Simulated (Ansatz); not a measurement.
`O[SiH](O)[AlH2]` → Al• + 5 H• + 2 O• + Si•  (atomization)

Gas-phase electronic energies from Ansatz, PBE0-D4/def2-TZVP geometries. CCSD(T)/CBS adds triple-zeta CCSD(T) − MP2 to the extrapolated MP2 energy (def2 sets, frozen cores). This one scheme is used for every species, atoms too. DFT in def2-TZVPP. HSE06 is defined as in plane-wave codes. Open shells (•) are unrestricted, without spin–orbit coupling. Spin–orbit coupling would lower the free atoms: a little for Al, O, Si. Each species was taken in one conformer, which may not be the lowest.

| species | HSE06 energy (Eh) |
| --- | --- |
| `O[SiH](O)[AlH2]` | -685.11160 |
| Al• | -242.24302 |
| H• | -0.50075 |
| O• | -75.01518 |
| Si• | -289.24299 |

Task: Work out ΔE.

Result: ΔE = 5 × (-0.50075) + 2 × (-75.01518) + (-242.24302) + (-289.24299) − (-685.11160) = 1.09148 Eh = +684.9 kcal/mol. CCSD(T)/CBS gives +705.2 kcal/mol.

Task: What do rigid-rotor, harmonic-oscillator terms from PBE0-D4/def2-TZVP frequencies (298.15 K, 1 bar) make of the CCSD(T)/CBS value? (Estimate.)

Result: Ansatz gave: ΔZPE = -31.8 kcal/mol, ΔH = +681.4 kcal/mol, ΔS = 876 J/(mol·K), ΔG = +619.0 kcal/mol. Open shells count their whole term as degenerate.

Largest T1 diagnostic among the species: 0.018.

Leaving LDA and LC-ωPBE aside and taking each functional with its dispersion term where it has one, the values, not all of them listed here, spread over 28.9 kcal/mol, from BHLYP-D4 to B97M-V. LDA lies +96.4 kcal/mol from PBE without D4, its usual overbinding. At CCSD(T), def2-SVP lies −63.8 kcal/mol from the extrapolated value and def2-TZVPP −22.6 kcal/mol: correlation converges slowly with the basis, and small sets miss more of it in the bonded molecule than in its fragments. The D4 term adds +6.2 kcal/mol with B3LYP and +3.3 kcal/mol with PBE0; it sums over pairs of atoms, weighted by their polarisabilities, and B3LYP, whose exchange is more repulsive, gets the larger term.

B3LYP here is the variant with VWN-RPA as its local correlation; programs differ in this.

For atomizations the MP2-based limit and the directly extrapolated one differ by several kJ/mol either way, and by 10 to 25 for some Ge, Se and Sn compounds, so smaller differences from it don't rank the levels.
